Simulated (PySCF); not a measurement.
**Spinor energies of Tm³⁺ (thulium, charge +3)**

Start: [Xe] 4f12; 4f5/2 filled at m_j = -5/2, -3/2, -1/2, +1/2, +3/2, +5/2; 4f7/2 filled at m_j = -3/2, -1/2, +1/2, +3/2, +5/2, +7/2. Calculated with PySCF 2.14 in x2c-TZVPPall-2c: generalised Hartree-Fock with the X2C-1e Hamiltonian and a Gaussian nucleus; one run each with spin-orbit coupling (SO) switched off, then screened by Boettger's factors.

```tsv
spinor shell	electrons	ε, spin-free (eV)	ε, screened SO (eV)	weight of nominal j (screened SO)	rms radius, screened SO (bohr)
1s1/2	2	-59726.6	-59712.4	1.000	0.0227
2s1/2	2	-10235.9	-10231.5	1.000	0.0917
2p1/2	2	-9039.4	-9734.8	1.000	0.0783
2p3/2	4	-9039.4	-8749.4	1.000	0.0852
3s1/2	2	-2383.1	-2381.7	1.000	0.235
3p1/2	2	-2014.0	-2163.4	1.000	0.227
3p3/2	4	-2014.0	-1950.7	1.000	0.241
3d3/2	4	-1555.2	-1582.6	1.000	0.214
3d5/2	6	-1555.2	-1535.7	1.000	0.218
4s1/2	2	-524.34	-523.95	1.000	0.529
4p1/2	2	-400.43	-435.30	0.998	0.542
4p3/2	4	-400.43	-385.56	0.999	0.573
4d3/2	4	-232.44	-239.60	0.981	0.610
4d5/2	6	-232.44	-227.39	0.988	0.621
5s1/2	2	-95.537	-95.479	1.000	1.30
5p1/2	2	-62.958	-67.858	0.992	1.45
5p3/2	4	-62.958	-60.890	0.996	1.55
4f5/2	6	-48.145	-49.293	0.903	0.815
4f7/2	6	-48.145	-46.880	0.918	0.833
```

```tsv
quantity	spin-free	screened SO
E (hartree)	-13555.95971	-13567.95596
M_J	6	6
⟨J²⟩	42.010	42.010
⟨L²⟩	30.008	30.191
⟨S²⟩	2.002	2.080
```

Each row is a mean over spinors that exchange with the open shell spreads, by up to 13.723 eV (4d5/2).

Breit and QED terms are absent; they matter most for the inner s and p1/2 levels.

Densities and radii are taken from the X2C orbitals without a picture-change correction, which distorts them close to the nucleus.

Without spin-orbit coupling the j labels of p, d and f shells carry no meaning; the spin-free column gives the mean over the occupied spinors of each nl shell.
